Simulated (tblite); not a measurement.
C7H18P (charge +1).
SMILES with atom numbers: `[CH3:1][CH2:2][PH2+:3][CH2:4][C:5]([CH3:6])([CH3:7])[CH3:8]` (hydrogens: H9, H10, H11 on C1; H12, H13 on C2; H14, H15 on P3; H16, H17 on C4; H18, H19, H20 on C6; H21, H22, H23 on C7; H24, H25, H26 on C8)

Structure optimised with GFN2-xTB, isolated species.

Problem. Give the optimised bond lengths and angles.

Solution. 
```json
{"bond": "C1–C2", "length (Å)": "1.528", "order": "single"}
{"bond": "C2–P3", "length (Å)": "1.814", "order": "single"}
{"bond": "P3–C4", "length (Å)": "1.807", "order": "single"}
{"bond": "C4–C5", "length (Å)": "1.546", "order": "single"}
{"bond": "C5–C6, C5–C7, C5–C8", "length (Å)": "1.528", "order": "single"}
{"bond": "C1–H9, C1–H10, C1–H11", "length (Å)": "1.088", "order": "single"}
{"bond": "C2–H12, C2–H13", "length (Å)": "1.095", "order": "single"}
{"bond": "P3–H14, P3–H15", "length (Å)": "1.374", "order": "single"}
{"bond": "C4–H16, C4–H17", "length (Å)": "1.097", "order": "single"}
{"bond": "C6–H18 and 8 like bonds", "length (Å)": "1.088", "order": "single"}
```

Bonds in one row agree within 0.01 Å and their mean is given. Orders are formal, as drawn. A selection of angles:
```json
{"angle": "C1–C2–P3", "degrees": "110.6"}
{"angle": "C2–P3–C4", "degrees": "112.1"}
{"angle": "P3–C4–C5", "degrees": "116.1"}
{"angle": "C4–C5–C6", "degrees": "109.9"}
{"angle": "C4–C5–C7", "degrees": "107.0"}
{"angle": "C6–C5–C7", "degrees": "110.0"}
```

Dihedral angles: C1–C2–P3–C4 180° (antiperiplanar); C2–P3–C4–C5 180° (antiperiplanar); P3–C4–C5–C6 61° (synclinal).

Of the pairs four or more bonds apart, P3···H18 is among the closest relative to their van der Waals radii: 2.90 Å, 97 % of the sum of Bondi's values. P3 (phosphonium phosphorus) is distorted tetrahedral (angles from 104.9° to 112.1°).

Point group: Cs (every atom within 0.08 Å of its image). GFN2-xTB frequencies show an imaginary mode (57i cm⁻¹), so the point is no minimum at that level.

One conformer stands for the species.

The numbers are calculated, not measured.
